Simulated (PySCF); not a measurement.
Job file and geometry (Å, from GFN2-xTB) of an NMR shielding run on `C[C@H](CC#C)[SiH3]`, C5H10Si, GIAO PBE0/pcSseg-1 NMR shielding, non-relativistic, gas phase (PySCF); density fitting, a coarse starting grid and PySCF grid level 2 are the driver's defaults:

```
$ OMP_NUM_THREADS=1 python probes_run.py task.json out

{"job": {"kind": "nmr", "xc": "PBE0", "basis": "pcSseg-1"}, "charge": 0, "multiplicity": 1}
C      3.138070    -0.110612     0.546114
C      2.041578    -0.456959     0.214030
C      0.695462    -0.846019    -0.152863
C     -0.356198     0.030059     0.545936
C     -0.235517     1.477443     0.075077
Si    -2.115687    -0.654575     0.263407
H      4.106270     0.181549     0.824444
H      0.551534    -1.896108     0.119901
H      0.585813    -0.761009    -1.238407
H     -0.137513     0.009513     1.620435
H     -0.453446     1.557894    -0.988884
H      0.773736     1.852021     0.243229
H     -0.933341     2.115561     0.613207
H     -3.081165     0.208866     0.943645
H     -2.397434    -0.683418    -1.174248
H     -2.189761    -2.015261     0.801049
```

Problem. What does the program print?

Solution. 
```
coarse grid: 13256 points
cycle   1  E = -485.4764403773  dE =  4.629e-01  |g| = 4.101e-01  |ddm| = 3.631e+00
cycle   2  E = -485.4774935152  dE = -1.053e-03  |g| = 4.067e-01  |ddm| = 9.640e-01
cycle   3  E = -485.5210095150  dE = -4.352e-02  |g| = 5.155e-02  |ddm| = 4.547e-01
cycle   4  E = -485.5215560109  dE = -5.465e-04  |g| = 2.150e-02  |ddm| = 6.796e-02
cycle   5  E = -485.5216571918  dE = -1.012e-04  |g| = 8.666e-03  |ddm| = 2.479e-02
cycle   6  E = -485.5216728707  dE = -1.568e-05  |g| = 3.925e-03  |ddm| = 8.524e-03
cycle   7  E = -485.5216765729  dE = -3.702e-06  |g| = 5.057e-04  |ddm| = 3.226e-03
final grid: 121688 points
cycle   8  E = -485.5589992923  dE = -3.403e-05  |g| = 7.014e-03  |ddm| = 3.922e-02
cycle   9  E = -485.5589926573  dE =  6.635e-06  |g| = 8.644e-03  |ddm| = 1.478e-02
cycle  10  E = -485.5590115320  dE = -1.887e-05  |g| = 1.773e-03  |ddm| = 8.572e-03
cycle  11  E = -485.5590122736  dE = -7.416e-07  |g| = 4.127e-04  |ddm| = 1.457e-03
cycle  12  E = -485.5590123126  dE = -3.896e-08  |g| = 1.109e-04  |ddm| = 3.751e-04
cycle  13  E = -485.5590123155  dE = -2.909e-09  |g| = 2.416e-05  |ddm| = 1.078e-04
cycle  14  E = -485.5590123156  dE = -1.337e-10  |g| = 5.395e-06  |ddm| = 3.020e-05
converged SCF energy = -485.5590123156

GIAO shielding tensors (ppm)
atom      isotropic    diamagn.    paramagn.     s11        s22        s33       span
  0 C      111.063     257.748    -146.685     36.624     43.260    253.304    216.681
  1 C       97.742     259.245    -161.504     -6.879      5.310    294.793    301.672
  2 C      161.651     250.798     -89.147    148.462    159.263    177.229     28.767
  3 C      166.865     251.148     -84.283    157.576    165.775    177.245     19.669
  4 C      168.647     247.903     -79.257    154.689    164.542    186.709     32.020
  5 Si     409.301     880.090    -470.790    375.341    381.765    470.796     95.455
  6 H       30.243      34.174      -3.932     24.830     25.131     40.767     15.938
  7 H       29.174      28.846       0.328     22.711     29.762     35.050     12.339
  8 H       29.797      30.057      -0.260     24.865     29.750     34.775      9.910
  9 H       30.553      32.302      -1.749     27.325     28.417     35.917      8.591
 10 H       31.107      31.050       0.057     27.476     28.715     37.131      9.655
 11 H       29.523      30.534      -1.011     24.127     29.267     35.176     11.049
 12 H       30.547      30.378       0.170     25.846     28.164     37.632     11.787
 13 H       27.906      29.023      -1.116     24.407     25.854     33.458      9.052
 14 H       28.170      29.054      -0.884     25.047     26.519     32.944      7.898
 15 H       27.894      28.946      -1.052     24.261     26.000     33.421      9.160
```

Problem. Turn these shieldings into chemical shifts. References, each an isolated molecule treated in the same way: TMS for ¹³C (σref 186.93), ²⁹Si (σref 349.16), ¹H (σref 31.72).

Solution. Averaging equivalent atoms: C 1: 89.2; C 0: 75.9; C 2: 25.3; C 3: 20.1; C 4: 18.3; Si 5: -60.1; H 13/14/15: 3.73; H 7: 2.54; H 8: 1.92; H 6: 1.47; H 10/11/12: 1.32; H 9: 1.16 ppm. 

Size and cost of the density-fitted run: 159 basis functions, 44 s wall time on 1 thread of an Arm Neoverse N1, shared host; peak memory 0.73 GiB.
